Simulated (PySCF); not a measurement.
## Ionising ICl

RHF-CCSD(T); PySCF, scalar-relativistic core potentials, basis sets I cc-pVDZ-PP with ECP28, Cl cc-pV(D+d)Z. Neutral (RHF): singlet (closed shell), Re = 2.389 Å, ωe = 354 cm⁻¹, De = 1.73 eV.

ICl⁺ (UHF): doublet (π ↑), Re = 2.300 Å, ωe = 401 cm⁻¹, De = 1.79 eV to I⁺ + Cl. The energies at the minima are -754.42647 hartree for ICl and -754.05902 for ICl⁺.

Question: Work out the adiabatic ionisation energy, without and with harmonic zero-point energies (1 hartree = 27.2114 eV, 1 eV = 8065.5 cm⁻¹), and the change of the bond length.

Answer: At CCSD(T): 0.36745 hartree = 9.999 eV between the minima; the zero-point term (401.0 − 354.0)/2 cm⁻¹ = +0.003 eV makes it 10.002 eV. Re changes by -8.9 pm against the neutral. The electron leaves a π orbital, and the shorter bond of the ion fits an antibonding orbital, or a change in how ionic the bond is.

Correlated steps freeze 9 core orbitals. Correlated levels converge slowly with the basis: in double zeta they bind strong bonds too weakly, by up to about 1 eV, and carry superposition errors of some tenths. Spin–orbit coupling is left out, which matters for elements this heavy, above all for dissociation energies. For an ion De counts to the pair picked by the measured ionisation energies or electron affinities, which need not be the lowest pair at this level. Where the molecule has an RHF reference, its open-shell atoms are computed with UHF. States were picked by a PBE0 search and need not be the measured ground states.

Neutral and ion stand on different kinds of reference determinant, which adds to the error of the difference.
